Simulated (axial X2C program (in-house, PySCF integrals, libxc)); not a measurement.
# Correcting the dissociation energy of SrTe for spin–orbit coupling

A spin-free PBE0 curve (one-electron X2C) was computed with an in-house all-electron X2C program for linear molecules (integrals from PySCF), basis Te dyall-v3z [11s12p8d1f], Sr dyall-v3z [13s12p8d3f] (cores contracted in-house), for the state M_S = 0, Λ = 0 (closed shell). It gives D0 = 2.787 eV to Te + Sr, which in a spin-free picture are the weighted means of the ground terms.

Measured levels of the ground terms (NIST Handbook of Basic Atomic Spectroscopic Data), in cm⁻¹: Te 3P: J = 2 at 0, J = 0 at 4706.5, J = 1 at 4750.7; Sr 1S: J = 0 at 0.

The molecular state has Λ = 0, so it has no first-order lowering.

Question: How far does each ground level lie under the (2J+1)-weighted mean of its term?

Answer: Te: (5 × 0 + 1 × 4706.5 + 3 × 4750.7)/9 = 2107 cm⁻¹; Sr: a single level, 0.

Question: Correct D0.

Answer: D0 = 2.787 + (0 − 2107)/8065.5 = 2.526 eV at PBE0 with these spin–orbit terms.

Second-order spin–orbit effects in the molecule, which grow quickly with Z, are left out. One determinant describes the state; a PBE0 search over occupations chose it and may have missed a lower one. Dissociation energies refer to the lowest single-determinant-based atoms at the same level and basis.
